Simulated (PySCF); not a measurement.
PySCF input file for C5H9N, SMILES C#C[C@@H](C)CN, TDA-PBE/def2-SVPD. Geometry optimised at PBE0-D3(BJ)/def2-SVP. The structure was generated by enumeration; whether it is a known compound was not checked. One conformer was computed; it need not be the lowest.

```python
import numpy as np
from pyscf import gto, scf, dft, tdscf

mol = gto.M(
    atom='''
    C    -0.84884450   -2.15207946    0.62394123
    C    -0.75021495   -1.04024521    0.15156585
    C    -0.59250225    0.30464465   -0.40579436
    C    -0.93848034    1.38170541    0.62404242
    C     0.82573377    0.48128763   -0.97305567
    N     1.81781767    0.38540950    0.07355234
    H    -0.95379841   -3.13673456    1.03991306
    H    -1.29259429    0.38606305   -1.25680193
    H    -0.20503621    1.36550949    1.44134592
    H    -0.90484056    2.37627313    0.15373986
    H    -1.94399791    1.22626355    1.03968912
    H     0.95436221   -0.24613965   -1.80212129
    H     0.88222039    1.48671997   -1.42369727
    H     2.75036710    0.54771641   -0.29713985
    H     1.81444341   -0.55541580    0.46600903
    ''',
    basis='def2-SVPD',
    charge=0,
    spin=0,
    max_memory=1600,
    verbose=4,
)
mf = dft.RKS(mol, xc='pbe').density_fit(auxbasis='def2-universal-jkfit')
mf.grids.level = 3
mf.conv_tol = 1e-9
mf.max_cycle = 100
mf.kernel()
mf.grids = dft.Grids(mol).set(level=1).build(with_non0tab=True)  # coarser grid for the response kernel
td = tdscf.TDA(mf)
td.singlet = True
td.nstates = 10
td.conv_tol = 1e-4
td.positive_eig_threshold = 1e-6
td.kernel(x0=td.get_init_guess(mf, 15))
td.analyze()
tt = tdscf.TDA(mf)
tt.singlet = False
tt.nstates = 4
tt.conv_tol = 1e-4
tt.positive_eig_threshold = 1e-6
tt.kernel(x0=tt.get_init_guess(mf, 9))
tt.analyze(verbose=3)
```

Output:

```
PySCF version 2.14.0

[INPUT] verbose = 4
[INPUT] num. atoms = 15
[INPUT] num. electrons = 46
[INPUT] charge = 0
[INPUT] spin (= nelec alpha-beta = 2S) = 0
[INPUT] symmetry False subgroup None
[INPUT] Mole.unit = angstrom
[INPUT] Symbol           X                Y                Z      unit          X                Y                Z       unit  Magmom
[INPUT]  1 C     -0.848844500000  -2.152079460000   0.623941230000 AA   -1.604083627343  -4.066840777702   1.179078042524 Bohr   0.0
[INPUT]  2 C     -0.750214950000  -1.040245210000   0.151565850000 AA   -1.417700790054  -1.965778549291   0.286417946337 Bohr   0.0
[INPUT]  3 C     -0.592502250000   0.304644650000  -0.405794360000 AA   -1.119666980689   0.575694953814  -0.766840203293 Bohr   0.0
[INPUT]  4 C     -0.938480340000   1.381705410000   0.624042420000 AA   -1.773470815889   2.611044809730   1.179269263911 Bohr   0.0
[INPUT]  5 C      0.825733770000   0.481287630000  -0.973055670000 AA    1.560410677105   0.909501807841  -1.838808720255 Bohr   0.0
[INPUT]  6 N      1.817817670000   0.385409500000   0.073552340000 AA    3.435177540695   0.728318400806   0.138993778421 Bohr   0.0
[INPUT]  7 H     -0.953798410000  -3.136734560000   1.039913060000 AA   -1.802417772946  -5.927569243858   1.965150876758 Bohr   0.0
[INPUT]  8 H     -1.292594290000   0.386063050000  -1.256801930000 AA   -2.442649198277   0.729553431314  -2.375011440525 Bohr   0.0
[INPUT]  9 H     -0.205036210000   1.365509490000   1.441345920000 AA   -0.387462282519   2.580438956595   2.723749039559 Bohr   0.0
[INPUT] 10 H     -0.904840560000   2.376273130000   0.153739860000 AA   -1.709900844798   4.490505412863   0.290526229829 Bohr   0.0
[INPUT] 11 H     -1.943997910000   1.226263550000   1.039689120000 AA   -3.673623636627   2.317302266037   1.964727691490 Bohr   0.0
[INPUT] 12 H      0.954362210000  -0.246139650000  -1.802121290000 AA    1.803483200535  -0.465136526896  -3.405515681348 Bohr   0.0
[INPUT] 13 H      0.882220390000   1.486719970000  -1.423697270000 AA    1.667154918607   2.809493567222  -2.690397924591 Bohr   0.0
[INPUT] 14 H      2.750367100000   0.547716410000  -0.297139850000 AA    5.197440561014   1.035034008830  -0.561512937194 Bohr   0.0
[INPUT] 15 H      1.814443410000  -0.555415800000   0.466009030000 AA    3.428801113422  -1.049583747256   0.880629438274 Bohr   0.0

nuclear repulsion = 224.323755805226
number of shells = 84
number of NR pGTOs = 270
number of NR cGTOs = 192
basis = def2-SVPD
ecp = {}


[settings echo left out]
init E= -250.404320008076
  HOMO = -0.292539965825843  LUMO = -0.0627726479619226  gap/eV = 6.25229
cycle= 1 E= -250.028310051822  delta_E= 0.376  |g|= 0.588  |ddm|= 9.56
  HOMO = -0.100178112432502  LUMO = 0.0193927998400762  gap/eV = 3.25369
cycle= 2 E= -249.889760676312  delta_E= 0.139  |g|= 0.945  |ddm|= 4.09
  HOMO = -0.213482281581778  LUMO = -0.00592820715962317  gap/eV = 5.64783
cycle= 3 E= -250.116916784571  delta_E= -0.227  |g|= 0.167  |ddm|= 2.62
  HOMO = -0.199839114336149  LUMO = -0.00764688645599598  gap/eV = 5.22982
cycle= 4 E= -250.121072229215  delta_E= -0.00416  |g|= 0.102  |ddm|= 0.393
  HOMO = -0.19985024739933  LUMO = -0.00805441747616964  gap/eV = 5.21903
cycle= 5 E= -250.123452449403  delta_E= -0.00238  |g|= 0.0353  |ddm|= 0.144
  HOMO = -0.201947339289368  LUMO = -0.00685791028546268  gap/eV = 5.30865
cycle= 6 E= -250.123761875969  delta_E= -0.000309  |g|= 0.00668  |ddm|= 0.0676
  HOMO = -0.201476112838242  LUMO = -0.00697282671223132  gap/eV = 5.29270
cycle= 7 E= -250.123772268187  delta_E= -1.04e-05  |g|= 0.00155  |ddm|= 0.0203
  HOMO = -0.201501135064111  LUMO = -0.00703861172968434  gap/eV = 5.29159
cycle= 8 E= -250.123772883038  delta_E= -6.15e-07  |g|= 0.000415  |ddm|= 0.00388
  HOMO = -0.201510503732111  LUMO = -0.00703818179548543  gap/eV = 5.29186
cycle= 9 E= -250.123772927881  delta_E= -4.48e-08  |g|= 9.95e-05  |ddm|= 0.00119
  HOMO = -0.201517273649622  LUMO = -0.00703939511118046  gap/eV = 5.29201
cycle= 10 E= -250.123772930684  delta_E= -2.8e-09  |g|= 1.99e-05  |ddm|= 0.000345
  HOMO = -0.201518562682383  LUMO = -0.00704030027300462  gap/eV = 5.29202
cycle= 11 E= -250.123772930745  delta_E= -6.12e-11  |g|= 1.28e-05  |ddm|= 6.12e-05
  HOMO = -0.201515561289294  LUMO = -0.00703897180693813  gap/eV = 5.29198
Extra cycle  E= -250.123772930682  delta_E= 6.33e-11  |g|= 2.04e-05  |ddm|= 5.44e-05
converged SCF energy = -250.123772930682
tot grids = 53272
Overwritten attributes  positive_eig_threshold  of <class 'pyscf.tdscf.rks.TDA'>


******** <class 'pyscf.tdscf.rks.TDA'> for <class 'pyscf.df.df_jk.DFRKS'> ********
nstates = 10 singlet
deg_eia_thresh = 1.000e-03
wfnsym = None
conv_tol = 0.0001
eigh lindep = 1e-12
eigh level_shift = 0
eigh max_cycle = 100


Excitation energies (eV)
[5.31463806 5.61230522 5.72024096 6.37768105 6.39247499 6.44420907
 6.50783538 6.62262479 6.7044348  6.81179478]

** Singlet excitation energies and oscillator strengths **
Excited State   1:      5.31464 eV    233.29 nm  f=0.0012
      23 -> 24        0.70462
Excited State   2:      5.61231 eV    220.91 nm  f=0.0013
      23 -> 25       -0.70471
Excited State   3:      5.72024 eV    216.75 nm  f=0.0047
      23 -> 26        0.70433
Excited State   4:      6.37768 eV    194.40 nm  f=0.0015
      21 -> 24        0.29715
      22 -> 24       -0.44408
      22 -> 25        0.10935
      23 -> 27       -0.42398
      23 -> 28       -0.13199
Excited State   5:      6.39247 eV    193.95 nm  f=0.0150
      21 -> 24       -0.24448
      22 -> 24        0.35201
      23 -> 27       -0.48420
      23 -> 28       -0.26507
Excited State   6:      6.44421 eV    192.40 nm  f=0.0114
      21 -> 24       -0.12848
      23 -> 27       -0.27934
      23 -> 28        0.63257
Excited State   7:      6.50784 eV    190.52 nm  f=0.0202
      21 -> 24       -0.52976
      21 -> 25       -0.15313
      21 -> 26       -0.13573
      22 -> 24       -0.31914
      22 -> 25        0.13008
      22 -> 26       -0.20561
Excited State   8:      6.62262 eV    187.21 nm  f=0.0225
      23 -> 29       -0.70127
Excited State   9:      6.70443 eV    184.93 nm  f=0.0198
      21 -> 25       -0.32939
      21 -> 26        0.19213
      22 -> 25       -0.45699
      22 -> 26       -0.36284
Excited State  10:      6.81179 eV    182.01 nm  f=0.0133
      21 -> 25        0.37908
      21 -> 26        0.16911
      22 -> 24        0.13059
      22 -> 25        0.20090
      22 -> 26       -0.51110

** Transition electric dipole moments (AU) **
state          X           Y           Z        Dip. S.      Osc.
  1        -0.0541      0.0475     -0.0631      0.0092      0.0012
  2         0.0288      0.0906     -0.0149      0.0093      0.0013
  3        -0.1749      0.0382     -0.0353      0.0333      0.0047
  4         0.0750     -0.0579      0.0179      0.0093      0.0015
  5        -0.1290      0.1897      0.2070      0.0955      0.0150
  6         0.0443      0.1546      0.2159      0.0725      0.0114
  7        -0.2607     -0.2232      0.0937      0.1266      0.0202
  8        -0.1233     -0.1590     -0.3132      0.1386      0.0225
  9         0.1902     -0.1745     -0.2326      0.1207      0.0198
 10        -0.0726     -0.0633     -0.2655      0.0798      0.0133

** Transition velocity dipole moments (imaginary part, AU) **
state          X           Y           Z        Dip. S.      Osc.
  1        -0.0070      0.0051     -0.0072      0.0001      0.0004
  2         0.0006      0.0037     -0.0040      0.0000      0.0001
  3        -0.0214      0.0183      0.0110      0.0009      0.0029
  4         0.0068     -0.0039     -0.0035      0.0001      0.0002
  5        -0.0277      0.0395      0.0400      0.0039      0.0111
  6        -0.0014      0.0302      0.0385      0.0024      0.0067
  7        -0.0534     -0.0319      0.0063      0.0039      0.0109
  8        -0.0221     -0.0281     -0.0504      0.0038      0.0104
  9         0.0352     -0.0338     -0.0450      0.0044      0.0119
 10        -0.0078     -0.0224     -0.0474      0.0028      0.0075

** Transition magnetic dipole moments (imaginary part, AU) **
state          X           Y           Z
  1         0.1930      0.2613     -0.1472
  2         0.1825      0.0682     -0.0888
  3         0.3171      0.1841     -0.4495
  4        -0.3089      0.2355     -0.1858
  5         0.2164      0.2883     -0.1962
  6        -0.0774      0.2858     -0.2215
  7        -0.0243      0.1709      0.3461
  8        -0.0041     -0.5122      0.1904
  9        -0.2840      0.1325     -0.2405
 10        -0.2961      0.1089      0.0726


******** <class 'pyscf.tdscf.rks.TDA'> for <class 'pyscf.df.df_jk.DFRKS'> ********
nstates = 4 triplet
deg_eia_thresh = 1.000e-03
wfnsym = None
conv_tol = 0.0001
eigh lindep = 1e-12
eigh level_shift = 0
eigh max_cycle = 100


Excitation energies (eV)
[5.2096767  5.3701352  5.54237394 5.61298055]

** Triplet excitation energies and oscillator strengths **
Excited State   1:      5.20968 eV    237.99 nm  f=0.0000
Excited State   2:      5.37014 eV    230.88 nm  f=0.0000
Excited State   3:      5.54237 eV    223.70 nm  f=0.0000
Excited State   4:      5.61298 eV    220.89 nm  f=0.0000
```

The calculation finished and met its thresholds.
